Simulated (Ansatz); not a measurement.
`C=C(N)S[SiH3]` → `SC[SiH]1CN1`  (isomerisation)

Gas-phase electronic energies from Ansatz, PBE0-D4/def2-TZVP geometries. CCSD(T)/CBS adds triple-zeta CCSD(T) − MP2 to the extrapolated MP2 energy (def2 sets, frozen cores). DFT in def2-TZVPP. B3LYP here is the variant with VWN-RPA as its local correlation; programs differ in this. One conformer a species, not always the lowest.

`C=C(N)S[SiH3]`:

Cartesian coordinates in Å:
```
C -0.300 -1.763 1.177
C 0.216 -0.805 0.407
N 0.371 -0.875 -0.970
S 0.723 0.739 1.115
Si -0.192 2.073 -0.293
H -0.517 -1.581 2.219
H -0.524 -2.742 0.768
H 1.248 -0.508 -1.310
H 0.152 -1.777 -1.366
H -0.070 3.405 0.353
H -1.618 1.722 -0.499
H 0.512 2.114 -1.600
```

`SC[SiH]1CN1`:

Cartesian coordinates in Å:
```
S -0.859 1.073 2.296
C -1.291 -0.140 1.014
Si 0.281 -0.597 0.129
C 0.570 -0.423 -1.670
N 0.997 0.691 -0.756
H -0.203 1.916 1.479
H -1.704 -1.002 1.541
H -2.059 0.252 0.346
H 1.122 -1.538 0.902
H 1.364 -1.017 -2.123
H -0.198 -0.137 -2.385
H 1.979 0.921 -0.773
```

```csv
level,ΔE (kJ/mol),difference from CCSD(T)/CBS
PBE-D4,61.5,1.6
r2SCAN-D4,61.6,1.7
PBE0-D4,58.2,-1.7
B3LYP-D4,72.6,12.7
ωB97X-V,55.6,-4.3
ωB97M-V,55.9,-4.0
B2PLYP,65.8,5.9
PBE,59.6,-0.3
r2SCAN,61.2,1.3
PBE0,56.6,-3.3
B3LYP,69.3,9.4
HF/def2-TZVPP,82.3,22.4
MP2/def2-TZVPP,58.2,-1.7
SCS-MP2/def2-TZVPP,62.3,2.4
CCSD/def2-TZVPP,59.7,-0.2
CCSD(T)/def2-TZVPP,60.8,0.9
HF/def2-QZVPP,80.7,20.8
MP2/def2-QZVPP,57.1,-2.8
SCS-MP2/def2-QZVPP,61.2,1.3
HF/CBS(def2),80.5,20.6
MP2/CBS(def2),57.3,-2.6
CCSD/CBS(def2),58.8,-1.1
CCSD(T)/CBS,59.9,0
```

Largest T1 diagnostic among the species: 0.012.

The D4 term adds +3.3 kJ/mol with B3LYP and +1.6 kJ/mol with PBE0; it sums over pairs of atoms, weighted by their polarisabilities, and B3LYP, whose exchange is more repulsive, gets the larger term. In def2-TZVPP, CCSD(T) changes the Hartree–Fock value by −21.5 kJ/mol (the triples alone add +1.0 kJ/mol) and MP2 by −24.1 kJ/mol.
